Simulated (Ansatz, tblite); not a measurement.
Isomers of Mg$_{7}$O$_{7}$ (singlet), found by a short tight-binding search and relaxed with r2SCAN-D4/def2-SVP in Ansatz.

The xTB rows come from tblite.

Run but left out: GFN2-xTB (tight binding far off the other levels).

B: It holds 1 O–O bond.

Other spin states weren't relaxed.

A:

```xyz
14

Mg    0.1172    2.9360   -2.5394
Mg   -2.7518    2.8347   -0.6246
Mg   -1.6517   -2.1096    2.8262
Mg    3.5074   -1.8945   -0.6494
Mg   -3.5573    0.5649    1.7959
Mg    2.8840    0.8710   -2.5710
Mg    1.4521   -3.2020    1.7625
O     1.7288    2.2152   -2.9598
O     3.7250   -0.5853   -1.8876
O    -3.6896    1.9921    0.6818
O    -3.0130   -0.9167    2.6912
O    -0.1210   -3.0692    2.6566
O     2.8794   -2.9795    0.6631
O    -1.5096    3.3428   -1.8455
```

B:

```
atom   x (Å)   y (Å)   z (Å)
 Mg1   0.652   0.098  -0.670
 Mg2   2.623   0.190  -2.867
 Mg3   0.150  -1.497   2.282
 Mg4   2.727  -1.799   0.306
 Mg5  -1.784   0.863   0.322
 Mg6  -0.094   1.853  -2.939
 Mg7  -2.521  -0.367   2.937
  O8   1.491   1.355  -3.700
  O9  -3.093   0.792   1.625
 O10   2.361  -0.620  -1.208
 O11   0.071   0.268   1.223
 O12  -1.206  -1.507   3.537
 O13  -0.757   1.298  -1.314
 O14  -0.620  -0.928   0.465
```

Q: Estimate their order by electronic energy at PBE0-D4/def2-TZVP, counted from the lowest.

A: A (0.0) < B (50.0), in kcal/mol.

Q: Do the other levels pick the same lowest one?

A: Not GFN1-xTB. Energies above each level's lowest (kcal/mol):

| level | A | B |
| --- | --- | --- |
| GFN1-xTB | 2.5 | 0.0 |
| PBE-D4/def2-TZVP | 0.0 | 46.7 |
| r2SCAN-D4/def2-TZVP | 0.0 | 50.4 |
| PBE0-D4/def2-TZVP | 0.0 | 50.0 |
Point groups (tolerance 0.1 Å): A not assigned, B not assigned. Lower isomers may exist.
